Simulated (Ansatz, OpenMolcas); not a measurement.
## How basis sets differ on SiH2O2F2 (SMILES O[Si](O)(F)F)

The species is SiH2O2F2 (7 atoms), meant as a singlet with charge 0. SMILES: `O[Si](O)(F)F`. The shape is that of a PBE0-D4/def2-TZVP optimisation. This is one conformer, not always the lowest.

Each level gives the HOMO–LUMO gap (eV). The values are calculated.

| level | kind | program | value (eV) | CPU time |
| --- | --- | --- | --- | --- |
| HF/ANO-R0 (sfX2C) | Hartree–Fock | OpenMolcas | 17.98 | 5.5 s |
| HF/STO-3G | Hartree–Fock | Ansatz | 22.44 | 0.69 s |
| HF/3-21G | Hartree–Fock | Ansatz | 19.61 | 1.1 s |
| HF/ANO-XS-VDZ (DKH2, RICD fitting) | Hartree–Fock | OpenMolcas | 19.07 | 2.5 s |
| HF/def2-SVP | Hartree–Fock | OpenMolcas | 18.89 | 4.7 s |

The values span 17.98 to 22.44 eV. A Hartree–Fock LUMO above zero doesn't converge with the basis: it sinks as sets grow more diffuse. Orbital gaps aren't excitation energies. CPU times are rough (shared hosts, several kinds of processor and program).
